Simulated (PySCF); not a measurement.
A structure optimised at r2SCAN-D4/def2-SVP, used in a PySCF frequency run:

```xyz
9

Ge     0.7375     0.1016     0.0000
Cl    -0.9644     1.4552     0.0000
C      0.0358    -1.6997     0.0000
C     -1.2724    -1.9819     0.0000
H      1.5562     0.4125    -1.2609
H      1.5562     0.4125     1.2609
H      0.7684    -2.5194     0.0000
H     -1.6372    -3.0158     0.0000
H     -2.0284    -1.1879     0.0000
```

**Question.** Write its SMILES, formula and point group.

**Answer.** C=[CH][GeH2][Cl], C2H5ClGe, Cs

**Question.** What are its rotational constants (standard atomic weights)?

**Answer.** 4.7528, 2.8292, 1.8143 GHz
